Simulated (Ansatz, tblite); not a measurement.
Cost and result up the ladder for trans-NiCl2(NH3)2 (NiN₂Cl₂H₆) (11 atoms). Charge 0, multiplicity 1. Geometry: PBE-D4/def2-SVP.

```csv
atom,x (Å),y (Å),z (Å)
Ni1,-0.0019,0.0010,-0.0011
Cl2,-1.5877,1.1308,-0.9980
N3,-0.6537,0.5791,1.6922
H4,-0.2446,1.4942,1.9344
H5,-0.3758,-0.0900,2.4268
H6,-1.6771,0.7026,1.6645
Cl7,1.5833,-1.1301,0.9960
N8,0.6524,-0.5787,-1.6928
H9,0.3112,-1.5301,-1.8967
H10,1.6823,-0.6264,-1.6867
H11,0.3116,0.0476,-2.4387
```

Ansatz on 4 threads of Intel Xeon Platinum 8259CL on a shared host; xTB runs through tblite on one thread. Times are rough, summed over both states, and most runs start from the orbitals of an earlier one. No level here is sound enough to serve as a yardstick. The other state is a doublet.

The xTB rows come from tblite.

Run but left out: HF/def2-SVP, MP2/def2-SVP, CCSD/def2-SVP, CCSD(T)/def2-SVP (flagged by the program: other roots); PBE0-D4/def2-TZVP (singlet: restricted singlet, unstable towards broken spin symmetry).

Raw xTB energies of ions are shifted by several eV.

| level | functions | vertical IE (eV) |
| --- | --- | --- |
| PBE-D4/def2-TZVP (with forces) | 217 | 7.80 |
| GFN1-xTB | 47 | 14.11 |
| r2SCAN-D4/def2-TZVP (with forces) | 217 | 7.87 |
| GFN2-xTB | 41 | 12.67 |

**Question.** Estimate how long each takes.

**Answer.** GFN2-xTB 0.021 s; GFN1-xTB 0.023 s; PBE-D4/def2-TZVP (with forces) 9 s; r2SCAN-D4/def2-TZVP (with forces) 19 s. On shared hardware such times vary by a factor of up to 3.
